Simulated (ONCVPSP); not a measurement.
## What one change does to a pseudopotential (Te (Z = 52), ONCV)

Te (Z = 52), optimised norm-conserving Vanderbilt (ONCV), made with ONCVPSP 4.0.1 (PBE, scalar-relativistic). Core [Kr] 4d10, reference 5s2 5p4. Waves: 5s: rc 1.50 bohr, ncon 3, nbas 7, qcut 3.5 1/bohr, 3 projectors, debl 0.4 Ha; 5p: rc 2.15 bohr, ncon 4, nbas 8, qcut 4.2 1/bohr, 1 projector. Local part: polynomial inside 1.40 bohr (lpopt 5, dvloc0 0 Ha). Core correction: Teter function, fcfact 2, rcfact 1.1.

In the s channel the program set the typed energies aside and used -0.555, 0.250, 0.650 Ha.

All-electron outer shells of the reference configuration (PBE, scalar-relativistic, ld1.x):

```json
{"shell": "4p", "level (eV)": "-114.41", "outermost node (bohr)": "0.38", "outermost maximum (bohr)": "0.74"}
{"shell": "4d", "level (eV)": "-41.65", "outermost node (bohr)": "0.36", "outermost maximum (bohr)": "0.81"}
{"shell": "5s", "level (eV)": "-15.11", "outermost node (bohr)": "0.91", "outermost maximum (bohr)": "1.80"}
{"shell": "5p", "level (eV)": "-5.95", "outermost node (bohr)": "1.00", "outermost maximum (bohr)": "2.17"}
```

Change: p: rc 2.7.

Cutoffs: the cutoffs (Ha) at which the residual kinetic energy of the hardest occupied pseudo-wave falls to 1 and 0.1 mHa per electron; they do not see the model core or the augmentation charge, which bear on the density cutoff. Errors are all-electron minus pseudo energies relative to the spin-unpolarised reference configuration.

**Question.** Predict the effect on cutoff, ghosts and configuration errors.

**Answer.** The potential gets neither clearly harder nor softer (15 Ha and 64 Ha → 15 Ha and 64 Ha); both files keep a bound ghost (s); of the 4 tests that both files solve, the error grows in 3 and shrinks in 0 by more than 15 % and 0.3 meV (median size 8.7 → 13.1 meV). More of the atom is replaced by a form fitted at one configuration, so other configurations suffer.

| quantity | base | changed |
| --- | --- | --- |
| cutoff, loose | 15 Ha | 15 Ha |
| cutoff, tight | 64 Ha | 64 Ha |
| loose cutoff by channel | s 15 Ha, p 7.0 Ha | s 15 Ha, p 5.4 Ha |
| bound ghosts | s | s |
| GHOST(+) flags under 300 eV | p at 10.9 eV | p at 8.0 eV |
| error for 5s2 5p3, meV [ΔE 9.73 eV] | +2.9 | +5.1 |
| error for 5s2 5p2, meV [ΔE 27.65 eV] | +14 | +22 |
| error for 5s2 5p1, meV [ΔE 54.55 eV] | +19 | +21 |
| error for 5s2 5p3.5, meV [ΔE 3.90 eV] | +0.2 | +0.7 |
| s: phases at 1.52 bohr within 0.05 rad from the reference energy up to (Ha; the scan ends near 5) | to the end of the scan | to the end of the scan |
| rms error of d²Exc/dni dnj with the model core, mHa | 3.29 | 3.33 |

 A true bound ghost makes a file unfit for plane-wave use even where its test errors are small: the radial tests pick states by their node count and pass the ghost by.
